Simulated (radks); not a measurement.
Results of a calculation; reference values are marked as such.
Q: Ho4+, configuration [Kr] 4d10 4f9 5s1 5p6 6p1 (not the ground configuration). Level of theory: scalar-relativistic Kohn-Sham, PBEsol, spin-polarised, spherical densities, finite nucleus; open shells are filled with parallel spins first (spin-orbit coupling, left out, can overturn this in heavy ions); Fermi nuclear charge, rms radius 5.2022 fm (a radial shooting solver on a logarithmic mesh with Libxc functionals). Some entries of the table are withheld. Estimate them.

orbital  occ.  eigenvalue (hartree)  <r^2> (bohr^2)
1s up       1             -2040.633       0.0005886
1s down     1             -2040.628       0.0005886
2s up       1             -343.3160        0.009176
2s down     1             -343.3099        0.009175
2p up       3             -304.4904        0.007444
2p down     3             -304.4849        0.007444
3s up       1             -78.57701         0.06048
3s down     1             -78.48718         0.06040
3p up       3             -66.70949         0.06080
3p down     3             -66.61984         0.06071
3d up       5             -51.62028         0.05081
3d down     5             -51.55060         0.05069
4s up       1             -17.47495          0.3026
4s down     1             -17.28904          0.3027
4p up       3             -13.55612          0.3419
4p down     3             -13.37224          0.3420
4d up       5              -8.25741          0.4055
4d down     5              -8.07422          0.4061
5s up       1              -3.90246           1.620
5s down     0              -3.77613           1.655
5p up       3              -2.88045             (1)
5p down     3              -2.77703             (2)
4f up       7              -2.43868          0.6628
4f down     2              -2.26025          0.6876
5d up       0              -1.61244           3.654
5d down     0              -1.54325           3.749
6s up       0              -1.36037             (3)
6s down     0              -1.29911             (4)
6p up       1              -1.09162           10.43

A: 
(1) 5p up <r^2> (bohr^2): 2.096
(2) 5p down <r^2> (bohr^2): 2.153
(3) 6s up <r^2> (bohr^2): 7.903
(4) 6s down <r^2> (bohr^2): 7.853
